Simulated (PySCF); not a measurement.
NMR data simulated for an unnamed compound:

¹H NMR (600 MHz, computed): δ 3.41 (br, 1H), 3.33 (br, 1H), 2.59 (br, 1H), 1.77 (br s, 2H), 1.34 (br s, 2H), 0.40 (m, 2H), 0.09 (m, 2H), -0.52 (tt, J = 10.1, 6.6 Hz, 1H).

¹³C{¹H} NMR (computed): δ 5.9 (CH), 3.5 (CH2).

- spin–spin couplings from B3LYP/pcJ-1 (spin–dipole term only in couplings to heteroatoms)
- PBE0-D3(BJ)/def2-SVP structure
- shielding tensors at PBE0/pcSseg-1 (GIAO)
- code: PySCF
- averaged over atoms made equivalent by symmetry, fast rotation or ring inversion, no solvent model, a single conformation, relativity neglected

Scale: ¹H, ¹³C vs TMS (reference shieldings calculated alike).

Q: Which of these does the molecule contain: an NH or NH2 group, a three-membered ring, an N-methyl group, a ketone, a CH3CH2 unit?

A: 
- An NH or NH2 group: yes (δH 1.77 (br s), 1.34 (br s)).
- A three-membered ring: yes.
- An N-methyl group: no.
- A ketone: no.
- A CH3CH2 unit: no.

The data belong to SMILES C1C([BH-]2[NH2+][BH2-][NH2+]2)C1, C$_{3}$H$_{12}$B$_{2}$N$_{2}$; they needn't prove each group on their own.

Carbon signals by region: 2 below 50 ppm.

Exchangeable OH/NH protons stand at their gas-phase positions; hydrogen bonding in a real sample shifts them, mostly to higher δ. Hydrogens on boron are broadened and split by ¹¹B (spin 3/2, 80 %) and 10B (spin 3). A carbon bonded to boron is broadened by the quadrupolar boron nucleus and is often missing from a measured spectrum. Splittings below 1 Hz are ignored in the labels, and close J values are merged. Couplings among chemically equivalent protons are left out too, so labels in AA′BB′ or AA′XX′ sets are apparent multiplicities. Unscaled 3J(H,H) at this level run about 10 % above measured values. Shifts are as computed. Against solution values, carbons near 30 ppm lie about +2 ppm off and those near 130 ppm about +5 ppm. Of 1313 compounds with measured shifts, 239 miss one by over three times the rms of a fit or turn the order of signals round; such compounds aren't used in these exercises. Couplings to exchangeable protons are dropped. Only one conformer was computed, so three-bond couplings in flexible chains and rings are approximate.
